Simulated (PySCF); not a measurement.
SeHF, SMILES F[SeH]. Geometry optimised at B3LYP-D3(BJ)/def2-TZVP.

TDDFT-B3LYP/def2-TZVPD (PySCF) puts the lowest singlet excitations at 3.01, 5.28, 6.09, 6.86, 7.06, 7.18 eV.

**Question.** What are the lowest excitation roots from PySCF with ADC(2)/aug-cc-pVDZ? (The exact figures need the calculation; the answer reports its results.)

**Answer.** 3.30, 5.52, 6.34, 7.50, 7.60, 7.96 eV. S1 differs by 0.29 eV (second minus first; roots are paired by order, and the bases may differ).
